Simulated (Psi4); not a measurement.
Relaxed torsion scan: SMILES c1cc(N)cc(C(C)C)c1 (C9H13N). Scanned: dihedral C7–C8–N9–H21; all other coordinates were relaxed at GFN2-xTB.

Geometry of the scan point at -30° (Å):
```
23

C     -2.3619    -0.5938     1.0300
C     -1.5446    -0.4693    -0.2575
C     -2.2195     0.4929    -1.2370
C     -0.1333    -0.0287     0.0484
C      0.1233     1.2058     0.6341
C      1.4236     1.5891     0.9096
C      2.4833     0.7564     0.6097
C      2.2478    -0.4829     0.0176
N      3.2931    -1.3640    -0.2084
C      0.9334    -0.8590    -0.2536
H     -3.3597    -0.9675     0.8095
H     -1.8776    -1.2818     1.7195
H     -2.4569     0.3716     1.5205
H     -1.4997    -1.4580    -0.7286
H     -3.2118     0.1308    -1.4981
H     -1.6313     0.5804    -2.1481
H     -2.3203     1.4825    -0.7986
H     -0.6899     1.8722     0.8774
H      1.6146     2.5501     1.3654
H      3.4980     1.0582     0.8269
H      4.1916    -0.9387    -0.3774
H      3.0858    -2.1199    -0.8434
H      0.7503    -1.8237    -0.7088
```

Method: Psi4 1.11 with PBE-D3(BJ)/def2-SVP // GFN2-xTB.

Scanned values (°): -165, -150, -135, -120, -105, -90, -75, -60, -45, -30, -15, 0, 15, 30, 45, 60, 75, 90, 105, 120, 135, 150, 165, 180.

### Question
At which scan points does the profile have its minima and maxima, and how high do they lie?

### Answer
Lower than their neighbours: -165° (0.0 mEh), -30° (0.0 mEh), 30° (0.1 mEh), 165° (0.0 mEh). Higher than their neighbours: -90° (8.6 mEh), 0° (0.7 mEh), 90° (8.6 mEh), 180° (0.9 mEh). The whole profile spans 8.6 mEh.
